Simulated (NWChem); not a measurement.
System: SnH$_{3}$O$_{2}$F; SMILES [OH][SnH]([OH])[F]

Here is an NWChem input.

```
start job
memory heap 200 mb stack 900 mb global 1100 mb
geometry units angstroms noautoz
  Sn    -0.011032    -0.020782    -0.275341
  O     -0.630517    -1.714356     0.567393
  O      1.869649     0.364897     0.279405
  F     -0.986846     1.480863     0.525206
  H     -0.306792    -0.116925    -1.959250
  H     -0.315465    -1.753191     1.492178
  H      1.860267     1.205312     0.781365
end
basis spherical
  Sn library def2-svp
  O library def2-svp
  F library def2-svp
  H library def2-svp
end
ecp
  Sn library def2-ecp
end
dft
  xc xperdew91 perdew91
  iterations 150
  mulliken
end
task dft energy
```

NWChem printed, in part:

```
             Northwest Computational Chemistry Package (NWChem) 7.3.0
             --------------------------------------------------------

 C1  symmetry detected

                             Geometry "geometry" -> ""
                             -------------------------

 Output coordinates in angstroms (scale by  1.889725989 to convert to a.u.)

  No.       Tag          Charge          X              Y              Z
 ---- ---------------- ---------- -------------- -------------- --------------
    1 Sn                  50.0000    -0.00084463    -0.03493995    -0.25202775
    2 O                    8.0000    -0.20111771    -1.84799083     0.54477356
    3 O                    8.0000     1.64376993     0.84408878     0.46630636
    4 F                    9.0000    -1.41982502     1.12575751     0.44604261
    5 H                    1.0000    -0.10851944    -0.17957918    -1.95489374
    6 H                    1.0000     0.02937372    -1.81460041     1.49437979
    7 H                    1.0000     1.35858458     1.64057565     0.95887841

 Effective nuclear repulsion energy (a.u.)     423.8504294865

 Summary of "ao basis" -> "ao basis" (spherical)
 ------------------------------------------------------------------------------
       Tag                 Description            Shells   Functions and Types
 ---------------- ------------------------------  ------  ---------------------
 Sn                         def2-svp                10       26   4s4p2d
 O                          def2-svp                 6       14   3s2p1d
 F                          def2-svp                 6       14   3s2p1d
 H                          def2-svp                 3        5   2s1p

            General Information
            -------------------
          SCF calculation type: DFT
          Wavefunction type:  closed shell.
          No. of atoms     :     7
          No. of electrons :    50
           Alpha electrons :    25
            Beta electrons :    25
          Charge           :     0
          Spin multiplicity:     1
          Use of symmetry is: off; symmetry adaption is: off
          Maximum number of iterations: 150
          AO basis - number of functions:    83
                     number of shells:    37
          Convergence on energy requested:  1.00D-06
          Convergence on density requested:  1.00D-05
          Convergence on gradient requested:  5.00D-04

              XC Information
              --------------
                 Perdew 1991   Exchange Functional  1.000
                Perdew 1991 Correlation Functional  1.000 non-local
            Perdew 1991 LDA Correlation Functional  1.000 local

             Grid Information
             ----------------
          Grid used for XC integration:  medium
          Radial quadrature: Mura-Knowles
          Angular quadrature: Lebedev.
          Tag              B.-S. Rad. Rad. Pts. Rad. Cut. Ang. Pts.
          ---              ---------- --------- --------- ---------
          Sn                  1.45      123           8.0       590
          O                   0.60       49          10.0       434
          F                   0.50       49          10.0       434
          H                   0.35       45          10.0       434
          Grid pruning is: on
          Number of quadrature shells:   405
          Spatial weights used:  Erf1

      Superposition of Atomic Density Guess
      -------------------------------------

 Sum of atomic energies:        -499.26839914

      Non-variational initial energy
      ------------------------------

 Total energy =    -463.742912
 1-e energy   =   -1153.931896
 2-e energy   =     473.768829
 HOMO         =      -0.431860
 LUMO         =      -0.053700

     ---------------------------------------------
      Total Density - Mulliken Population Analysis
     ---------------------------------------------

    Atom       Charge   Shell Charges
 -----------   ------   -------------------------------------------------------
    1 Sn  22    20.16   1.60  0.41  0.80  0.24  3.27  2.73  0.69  0.28  9.78  0.37
    2 O    8     8.91   1.99  1.11  0.69  3.06  2.06  0.00
    3 O    8     8.91   1.99  1.11  0.69  3.05  2.06  0.00
    4 F    9     9.73   1.99  1.15  0.81  3.54  2.23  0.00
    5 H    1     0.98   0.57  0.40  0.01
    6 H    1     0.65   0.52  0.07  0.06
    7 H    1     0.65   0.52  0.08  0.06

   convergence    iter        energy       DeltaE   RMS-Dens  Diis-err
 ---------------- ----- ----------------- --------- --------- ---------
 d= 0,ls=0.0,diis     1   -466.0537696408 -6.82D+02  3.87D-02  1.41D+00
 d= 0,ls=0.0,diis     2   -465.2321569261  8.22D-01  2.58D-02  9.48D+00
 d= 0,ls=0.0,diis     3   -466.2394749548 -1.01D+00  2.82D-03  3.00D-02
 d= 0,ls=0.0,diis     4   -466.2365893085  2.89D-03  2.04D-03  5.74D-02
 d= 0,ls=0.0,diis     5   -466.2422408714 -5.65D-03  5.10D-04  4.06D-03
  Resetting Diis
 d= 0,ls=0.0,diis     6   -466.2426639309 -4.23D-04  1.16D-04  6.28D-05
 d= 0,ls=0.0,diis     7   -466.2426690096 -5.08D-06  1.63D-04  4.04D-05
 d= 0,ls=0.0,diis     8   -466.2426427816  2.62D-05  1.19D-04  3.10D-04
 d= 0,ls=0.0,diis     9   -466.2426729549 -3.02D-05  6.01D-06  2.08D-07
 d= 0,ls=0.0,diis    10   -466.2426729813 -2.64D-08  1.69D-06  3.65D-08

         Total DFT energy =     -466.242672981324
      One electron energy =    -1156.614766699677
           Coulomb energy =      520.818511159909
    Exchange-Corr. energy =      -46.866573061874
 Nuclear repulsion energy =      216.420155620318

 Numeric. integr. density =       50.000001635985

                       DFT Final Molecular Orbital Analysis
                       ------------------------------------

[...]
```

Level: PW91/def2-SVP with def2 effective core potentials on Sn. Coordinates come from a PBE-D3(BJ)/def2-SVP optimisation. def2 effective core potentials on Sn; no spin-orbit coupling.
